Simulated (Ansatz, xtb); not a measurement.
Relative energy of two isomers of C4H4BClSe

We compare a, `Bc1[se]ccc1Cl`, a singlet, with b, `Bc1cc(Cl)c[se]1`, a singlet. Both are isolated molecules in the gas phase, relaxed with B3LYP/def2-SVP; the shapes shown needn't be the lowest conformers.

a (Å):

```xyz
11

C    -0.3100    0.0644   -1.0533
C     1.4851   -1.6856   -0.2938
C     1.1566   -0.7606    0.6681
C     0.1810    0.1851    0.2453
B    -1.3370    0.8841   -1.8180
Cl   -0.3466    1.4252    1.3432
Se    0.5472   -1.4191   -1.8699
H    -1.8769    1.8245   -1.2948
H    -1.6146    0.5930   -2.9561
H     2.2058   -2.4966   -0.1862
H     1.5950   -0.7414    1.6668
```

b (Å):

```yaml
atoms:
  - { symbol: C, position_ang: [-0.4370, 0.1206, -0.9541] }
  - { symbol: C, position_ang: [0.9125, -0.1716, -0.8135] }
  - { symbol: C, position_ang: [1.2857, -0.7765, 0.4160] }
  - { symbol: C, position_ang: [0.2553, -0.9922, 1.3056] }
  - { symbol: B, position_ang: [-1.1481, 0.7624, -2.1372] }
  - { symbol: Cl, position_ang: [2.9354, -1.2131, 0.7679] }
  - { symbol: Se, position_ang: [-1.3623, -0.4111, 0.6129] }
  - { symbol: H, position_ang: [-0.5029, 1.0789, -3.1071] }
  - { symbol: H, position_ang: [-2.3387, 0.9576, -2.1193] }
  - { symbol: H, position_ang: [1.6394, 0.0496, -1.5977] }
  - { symbol: H, position_ang: [0.3462, -1.4426, 2.2932] }
```

Energies in hartree; the thermal terms are from GFN2-xTB frequencies at re-optimised GFN2-xTB minima (ideal gas, soft modes damped towards free rotors, one conformer each, 298.15 K, 1 atm) and include the zero-point energy:

|  | a | b |
| --- | --- | --- |
| E, CCSD(T)/def2-SVP | −3038.263776 | −3038.262420 |
| E, MP2/def2-SVP | −3038.186349 | −3038.184642 |
| E, MP2/def2-TZVPP | −3039.059674 | −3039.058679 |
| zero-point energy | 0.064760 | 0.064650 |
| H(298 K) − E | 0.073148 | 0.073076 |
| G(298 K) − E | 0.031988 | 0.031800 |

Task: Correct the CCSD(T) difference for the basis set by the MP2 change, then work out ΔE, ΔE₀, ΔH and ΔG for a → b in kcal/mol (1 Eh = 627.51 kcal/mol) and the equilibrium ratio [b]/[a].

Result: 1. Differences b − a: CCSD(T) +0.001356, MP2 in the small set +0.001707, MP2 in the large set +0.000995 Eh.
2. ΔE = +0.001356 + (+0.000995 − (+0.001707)) = +0.000644 Eh = +0.40 kcal/mol.
3. ΔE₀ = ΔE + ΔZPE = +0.000644 + (−0.000110) Eh = +0.34 kcal/mol.
4. ΔH = ΔE + (−0.000072) Eh = +0.36 kcal/mol.
5. ΔG = ΔE + (−0.000188) Eh = +0.29 kcal/mol, so ΔS = (ΔH − ΔG)/T = +1.0 J/(mol K).
6. kT = 0.9442 mEh, so K = [b]/[a] = exp(−ΔG/kT) = exp(−0.48) ≈ 0.62.

The two are too close for this level to say which is favoured. An error of 1 kcal/mol in ΔG would change K by a factor of 5.4. Mirror images and further conformers aren't counted.

As drawn, both hold the same kinds of bond in the same numbers.

Other levels gave ΔE = +0.5 (GFN2-xTB); −0.4 (HF/STO-3G, GFN2-xTB geometries); +1.1 (r2SCAN-D4/def2-SVP, GFN2-xTB geometries); +0.6 (B3LYP/def2-SVP); +0.1 (HF/def2-SVP); +1.1 (MP2/def2-SVP); +0.9 (CCSD(T)/def2-SVP) kcal/mol. The correlated steps freeze 19 core orbitals; the filled d shell of Se is correlated, in a basis made for valence electrons. Programs: Ansatz 0.2.0, xtb 6.7.1.
